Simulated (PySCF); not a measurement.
BiBr3, singlet, at a GFN2-xTB geometry (such geometries of metal compounds can be far from the true shape) (core potentials on Bi). Base run: TPSS/def2-SV(P) in PySCF.

Here is a job for PySCF.
```python
from pyscf import gto, scf, dft

mol = gto.M(
    atom='''
Bi    0.00161438    0.00205729    0.76455345
Br   -1.68714961   -1.43917361   -0.59693332
Br   -0.40330196    2.17716175   -0.60937517
Br    2.08662318   -0.74286685   -0.60677541
''',
    basis='def2-sv(p)',
    ecp={'Bi': 'def2-sv(p)'},
    verbose=4,
)

mf = dft.RKS(mol)
mf.xc = 'tpss'
mf.kernel()
```

The base run was repeated with changes; each row names its change, and settings that it needs were set with it.

```csv
change,ΔE vs base (mEh),dipole (D),outcome
base,0.000,3.83,converged
auxbasis = def2-tzvp-ri,-,-,input refused
auxbasis = even-tempered beta=3.0,-84.226,3.84,converged
auxbasis = cc-pvtz-ri,-,-,input refused
auxbasis = def2-svp-ri,-,-,input refused
auxbasis = even-tempered beta=1.6,-0.007,3.83,converged
auxbasis = cc-pvtz-jkfit,-,-,input refused
auxbasis = autoaux,-0.061,3.83,converged
auxbasis = even-tempered beta=2.0,-0.441,3.82,converged
auxbasis = cc-pvqz-jkfit,-,-,input refused
```

A fitting set is made for a task (jfit for Coulomb, jkfit for Coulomb and exchange, ri for correlation) and for a family of orbital bases.

- auxbasis = def2-tzvp-ri: ended with `pyscf.lib.exceptions.BasisNotFoundError: Basis set not found for Bi in def2-tzvp-ri`
- auxbasis = cc-pvtz-ri: ended with `pyscf.lib.exceptions.BasisNotFoundError: Basis set not found for Bi in cc-pvtz-ri`
- auxbasis = def2-svp-ri: ended with `pyscf.lib.exceptions.BasisNotFoundError: Basis set not found for Bi in def2-svp-ri`
